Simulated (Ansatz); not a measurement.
Basis-set extrapolation for CH₉BSSi₂ (`BC[SiH2]S[SiH3]`) (PBE0-D4/def2-TZVP geometry, frozen core, Ansatz). Multiplicity 1, RHF reference.

```json
{"": "HF", "def2-TZVPP": "-1043.286892", "def2-QZVPP": "-1043.319251"}
{"": "MP2 correlation", "def2-TZVPP": "-0.712139", "def2-QZVPP": "-0.764400"}
{"": "CCSD(T) correlation", "def2-TZVPP": "-0.819716", "def2-QZVPP": "not run"}
```

Energies in hartree. Use E(X) = E(∞) + A·exp(−7.88·√X) for Hartree–Fock and E(X) = E(∞) + B·X^(−2.97) for correlation, with X = 3 and 4, and add CCSD(T) minus MP2 of the smaller set to the MP2 limit.

What is the CCSD(T) energy at the basis-set limit?

HF limit: -1043.319251 + (-0.032359) × 0.13774 = -1043.32371. MP2 limit: -0.764400 + (-0.052261) × 0.74074 = -0.80311. Higher-order term: -0.819716 − (-0.712139) = -0.10758. Total: -1044.23440 hartree, 80.2 kcal/mol below CCSD(T)/def2-TZVPP.
